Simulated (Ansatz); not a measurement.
One change: `[OH][SbH][CH2][SiH3]` becomes `[SiH3][CH2][SbH2]`.

Ansatz, PBE0-D4/def2-TZVP geometries, multiplicity 1. Each molecule was computed in one conformer, which needn't be the lowest.

Elements past krypton have def2 core potentials.

```tsv
property	`[OH][SbH][CH2][SiH3]`
HOMO energy (PBE/def2-TZVPP) / eV	-6.02
ideal-gas entropy at 298 K and 1 bar (rigid rotor, harmonic PBE0-D4/def2-TZVP) / J/(mol·K)	368
size of the dipole moment (PBE/def2-TZVPP) / D	2.15
LUMO energy (B3LYP/def2-TZVPP) / eV	-1.27
HOMO energy (ωB97M-V/def2-TZVPP) / eV	-9.16
HOMO energy (PBE0/def2-TZVPP) / eV	-7.07
```

Q: What does the change do to each property? (Best estimate.)

A: Computed: 
```json
{"property": "HOMO energy (PBE/def2-TZVPP) / eV", "`[SiH3][CH2][SbH2]`": "-6.09", "shift": "-0.07"}
{"property": "ideal-gas entropy at 298 K and 1 bar (rigid rotor, harmonic PBE0-D4/def2-TZVP) / J/(mol·K)", "`[SiH3][CH2][SbH2]`": "345", "shift": "-23"}
{"property": "size of the dipole moment (PBE/def2-TZVPP) / D", "`[SiH3][CH2][SbH2]`": "1.07", "shift": "-1.08"}
{"property": "LUMO energy (B3LYP/def2-TZVPP) / eV", "`[SiH3][CH2][SbH2]`": "-0.75", "shift": "0.52"}
{"property": "HOMO energy (ωB97M-V/def2-TZVPP) / eV", "`[SiH3][CH2][SbH2]`": "-9.14", "shift": "0.02"}
{"property": "HOMO energy (PBE0/def2-TZVPP) / eV", "`[SiH3][CH2][SbH2]`": "-7.08", "shift": "-0.01"}
```

The zero-point energy changes by -18.5 kJ/mol with -3 modes. Dipoles are sizes alone; their direction can turn. Modes under 60 cm⁻¹, often nearly free rotors, make the harmonic entropy too high.

B3LYP here is the variant with VWN-RPA as its local correlation; programs differ in this.

Spin–orbit coupling is left out; it splits and shifts lone-pair levels of the heavy atoms by tenths of an eV.
